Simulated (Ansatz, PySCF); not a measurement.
Dimer: C2H4 (SMILES C=C) (first 6 atoms) with H4OSi (SMILES O[SiH3]); geometry from B3LYP-D3(BJ)/def2-TZVP, rigid monomers moved along the line of their centres of mass till H4···O7 is 3.04 Å.
(charge 0, multiplicity 1):
```
atom    x (Å)    y (Å)    z (Å)
----  -------  -------  -------
C     -0.3552  -0.4689  -0.0182
C      0.4663   0.5705   0.0029
H     -1.1645  -0.5394  -0.7351
H     -0.2469  -1.2837   0.6863
H      1.2720   0.6355   0.7235
H      0.3667   1.3942  -0.6938
O      0.6923  -0.9865   3.5658
Si    -0.3212   0.2065   4.1073
H      1.5641  -1.0548   3.9617
H     -0.4221   0.1755   5.5887
H     -1.6384  -0.0673   3.5053
H      0.1522   1.5532   3.7077
```

Counterpoise-corrected where a basis set is named; no monomer relaxation.

Correlated levels freeze the cores.

Programs: Ansatz (Gaussian basis) for Hartree–Fock, density functionals and correlated methods; PySCF for the dispersion terms. Values without a source in brackets are computed.

PBE/def2-TZVPPD gives -2.8 kJ/mol for the interaction energy.

Question: Where do these levels fall relative to PBE: PBE-D3(BJ)/def2-TZVPPD, r2SCAN/def2-TZVPPD, PBE0/def2-TZVPPD, wB97M-V/def2-TZVPPD, MP2/aug-cc-pV(D+d)Z, CCSD(T)/aug-cc-pV(D+d)Z.

Answer: PBE-D3(BJ)/def2-TZVPPD -4.3; r2SCAN/def2-TZVPPD -1.4; PBE0/def2-TZVPPD 0.2; wB97M-V/def2-TZVPPD -3.1; MP2/aug-cc-pV(D+d)Z -2.5; CCSD(T)/aug-cc-pV(D+d)Z -2.5 kJ/mol. 1 of 6 lie above PBE; the widest gap is to PBE-D3(BJ)/def2-TZVPPD.

Ansatz is an electronic-structure program.
